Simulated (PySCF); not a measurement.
# `InChI=1S/C5H3F5/c1-3(6)4(7)2-5(8,9)10/h2H,1H2/b4-2-`

Geometry (Å), atoms numbered from 1 in this order:
```xyz
13

C     2.427    0.641   -0.977
C     1.507   -0.167   -0.451
F     1.762   -1.449   -0.198
C     0.145    0.230   -0.094
F    -0.115    1.504   -0.342
C    -0.769   -0.594    0.427
C    -2.169   -0.203    0.767
F    -2.673   -1.052    1.667
F    -2.251    1.026    1.278
F    -2.969   -0.241   -0.305
H     2.181    1.683   -1.171
H     3.421    0.262   -1.215
H    -0.497   -1.637    0.588
```

The calculation used TDDFT CAM-B3LYP/aug-cc-pVDZ circular dichroism and optical rotation, one conformer, gas phase in PySCF. Geometry: PBE0-D3(BJ)/def2-SVP.

No stereocentre is labelled: unless the shape is locked (an allene, a helicene, a hindered biaryl), the mirror image is equally populated and a measured rotation or CD is zero.

Q: Draw the ECD and absorption spectra from the lowest 12 states, each a Gaussian of half-width 0.35 eV at 1/e height.

A: 
| E (eV) | λ (nm) | Δε (L mol⁻¹ cm⁻¹) | ε (L mol⁻¹ cm⁻¹) |
| --- | --- | --- | --- |
| 5.21 | 238 | +0.09 | 4170 |
| 5.31 | 233 | +0.20 | 8700 |
| 5.41 | 229 | +0.35 | 15400 |
| 5.51 | 225 | +0.52 | 23200 |
| 5.61 | 221 | +0.67 | 29600 |
| 5.71 | 217 | +0.72 | 32100 |
| 5.81 | 213 | +0.67 | 29600 |
| 5.91 | 210 | +0.52 | 23200 |
| 6.01 | 206 | +0.35 | 15400 |
| 6.11 | 203 | +0.20 | 8700 |
| 6.21 | 200 | +0.10 | 4190 |
| 6.31 | 196 | +0.06 | 1750 |
| 6.41 | 193 | +0.06 | 698 |
| 6.51 | 190 | +0.09 | 382 |
| 6.61 | 187 | +0.14 | 391 |
| 6.71 | 185 | +0.19 | 518 |
| 6.81 | 182 | +0.22 | 667 |
| 6.91 | 179 | +0.20 | 799 |
| 7.01 | 177 | +0.12 | 931 |
| 7.11 | 174 | -0.03 | 1110 |
| 7.21 | 172 | -0.23 | 1390 |
| 7.31 | 170 | -0.45 | 1720 |
| 7.41 | 167 | -0.63 | 1990 |
| 7.51 | 165 | -0.74 | 2060 |
| 7.61 | 163 | -0.77 | 1900 |
| 7.71 | 161 | -0.75 | 1570 |
| 7.81 | 159 | -0.72 | 1240 |
| 7.91 | 157 | -0.68 | 1040 |
| 8.01 | 155 | -0.60 | 1030 |
| 8.11 | 153 | -0.42 | 1200 |
| 8.21 | 151 | -0.12 | 1480 |
| 8.31 | 149 | +0.24 | 1760 |
| 8.41 | 147 | +0.56 | 1920 |

Δε uses R in velocity form, ε uses f in length form. Only the states computed contribute, so the short-wavelength end is incomplete.
